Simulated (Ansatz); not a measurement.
Stepwise reaction of `CO[SiH2][SiH3]` with hydrogen chloride, as a gas-phase model of exchange steps in deposition or etching. ΔE in kJ/mol.

Gas-phase electronic energies from Ansatz, PBE0-D4/def2-TZVP geometries. CCSD(T)/CBS adds triple-zeta CCSD(T) − MP2 to the extrapolated MP2 energy (def2 sets, frozen cores). This one scheme is used for every species. Functionals use def2-TZVPP. B3LYP here is the variant with VWN-RPA as its local correlation; programs differ in this. One conformer a species, not always the lowest.

```csv
step,reaction,PBE-D4,B3LYP-D4,ωB97M-V,CCSD(T)/CBS
1,`CO[SiH2][SiH3]` + HCl → `CO[SiH]([SiH3])Cl` + H₂,-94.4,-94.0,-95.0,-94.2
```

Q: Give the row of step 2, `CO[SiH]([SiH3])Cl` + HCl → `CO[Si]([SiH3])(Cl)Cl` + H₂. (An estimate is asked.)

A: Ansatz gave: 
```csv
step,reaction,PBE-D4,B3LYP-D4,ωB97M-V,CCSD(T)/CBS
2,`CO[SiH]([SiH3])Cl` + HCl → `CO[Si]([SiH3])(Cl)Cl` + H₂,-93.6,-92.9,-93.7,-91.9
```

Q: By hand: ΔE of the 2 steps together at CCSD(T)/CBS.

A: (-94.2) + (-91.9) = -186.1 kJ/mol, or -93.1 kJ/mol a step.

In ΔE the steps differ by no more than 2.3 kJ/mol. All are downhill at CCSD(T)/CBS. PBE-D4 differs from CCSD(T)/CBS by -1.7 to -0.2 kJ/mol a step. Isolated molecules leave out the surface, adducts and barriers. Largest T1 diagnostic: 0.012.
